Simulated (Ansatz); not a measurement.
CH$_{5}$ClOSi (`C[SiH](O)Cl`). Total charge 0; spin multiplicity 1.

```xyz
9

C    -0.426   -0.396   -1.037
Si    0.194    0.573    0.415
O     1.380   -0.191    1.244
Cl   -1.416    0.925    1.660
H    -1.191    0.169   -1.574
H     0.395   -0.610   -1.726
H    -0.867   -1.343   -0.718
H     0.763    1.881    0.033
H     1.167   -1.006    1.701
```

(1) What are the harmonic wavenumbers in cm⁻¹ at PBE0-D4/def2-TZVP (Ansatz, finite differences of forces, unscaled)? (An estimate is asked.)

(2) Is this a minimum?

(3) Give the ideal-gas thermochemistry at 298.15 K and 1 bar (rigid rotor, harmonic oscillator; point group C1, symmetry number 1).

(4) And at 400, 500, 600, 800 and 1000 K?

Results:

(1) Computed: 160, 170, 200, 279, 286, 516, 673, 732, 743, 814, 877, 896, 944, 1280, 1442, 1445, 2274, 3051, 3138, 3142, 3922.

(2) Yes, all 21 modes are real.

(3) Zero-point energy 161.4 kJ/mol; H(298) − E = 180.4 kJ/mol; entropy 327.4 J/(mol·K), of which translation 165.9, rotation 110.1, vibration 51.5; G(298) − E = 82.8 kJ/mol.

(4) 
| T (K) | H − E (kJ/mol) | S (J/mol/K) | G − E (kJ/mol) |
| --- | --- | --- | --- |
| 400 | 191.2 | 358.3 | 47.9 |
| 500 | 203.2 | 385.0 | 10.7 |
| 600 | 216.4 | 409.0 | -29.1 |
| 800 | 245.3 | 450.5 | -115.1 |
| 1000 | 276.8 | 485.6 | -208.8 |
